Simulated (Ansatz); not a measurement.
A nudged elastic band was laid between two geometries of a periodic cell of 17 atoms, Al$_{16}$Si (surface Al(110), adsorbate Si).

Level of theory: Ansatz, DFT PBE, scalar-relativistic, plane waves, PAW. Settings: cutoff 420 eV, k mesh 3x4x1, gaussian smearing 0.1 eV, no spin polarisation.

```
movable images  : 5
climbing image  : yes
spring          : 5.0 eV/Å²
optimiser       : quadratic models (default)
start path      : IDPP
force threshold : 0.05 eV/Å
iteration limit : 18
end points      : relaxed
atoms held      : 1 to 4
```

Image 0:

```xyz
17
Lattice="8.1000 0.0000 0.0000 0.0000 5.7276 0.0000 0.0000 0.0000 17.2957" Properties=species:S:1:pos:R:3
Al 2.025 1.432 1.000
Al 6.075 1.432 1.000
Al 2.025 4.296 1.000
Al 6.075 4.296 1.000
Al 0.037 0.007 2.373
Al 4.013 0.007 2.373
Al 0.037 2.861 2.372
Al 4.013 2.860 2.372
Al 2.025 1.434 3.987
Al 6.075 1.435 3.710
Al 2.025 4.298 4.129
Al 6.075 4.299 3.725
Al -0.151 0.077 5.257
Al 4.201 0.077 5.257
Al -0.150 2.793 5.255
Al 4.200 2.793 5.255
Si 6.075 -1.429 6.312
```

Image 6:

Only the atoms that move by more than 0.05 Å are listed.
```
Al9 2.025 1.434 4.129
Al11 2.025 4.298 3.987
Al13 -0.150 -0.070 5.255
Al14 4.200 -0.070 5.255
Al15 -0.151 2.941 5.257
Al16 4.201 2.941 5.257
Si17 6.075 1.434 6.312
```

Problem. Which bonds break or form, and what moves?

Solution. Contacts lost: Al12–Si17. Contacts made: Al10–Si17. The atom that moves furthest is Si17, by 2.86 Å.

Problem. Give the energies along the band, and the barrier.

Solution. It converged. The highest image is number 3 of 0 to 6, 0.60 eV above the ends, which have the same energy within 2 meV. The order of the stationary point at the top wasn't checked. Limits of this set-up: coarse k mesh, thin slab, slab without dipole correction.

```
image  path coordinate (Å)  energy (eV)  Al12–Si17 (Å)  Al10–Si17 (Å)
    0                 0.00         0.00           2.59           3.87
    1                 0.61         0.15           2.54           3.48
    2                 1.21         0.47           2.57           3.00
    3                 1.81         0.60           2.69           2.69
    4                 2.41         0.47           3.00           2.57
    5                 3.02         0.14           3.49           2.54
    6                 3.63         0.00           3.87           2.59
```

Problem. What is the geometry of the highest image?

Solution. 
```xyz
17
Lattice="8.1000 0.0000 0.0000 0.0000 5.7276 0.0000 0.0000 0.0000 17.2957" Properties=species:S:1:pos:R:3
Al 2.025 1.432 1.000
Al 6.075 1.432 1.000
Al 2.025 4.296 1.000
Al 6.075 4.296 1.000
Al -0.004 0.000 2.325
Al 4.053 0.000 2.325
Al -0.046 2.864 2.344
Al 4.096 2.864 2.343
Al 2.025 1.472 3.786
Al 6.075 1.459 3.932
Al 2.025 4.255 3.786
Al 6.075 4.268 3.932
Al 0.226 0.000 5.159
Al 3.824 0.000 5.158
Al 0.078 2.864 5.244
Al 3.972 2.864 5.244
Si 6.076 0.000 6.193
```

The band took 6 iterations and roughly 6 core-minutes.

The run took 3.7 min on 2 threads of Intel(R) Xeon(R) 6975P-C (Granite Rapids), on a shared host, peak memory 1.7 GiB.
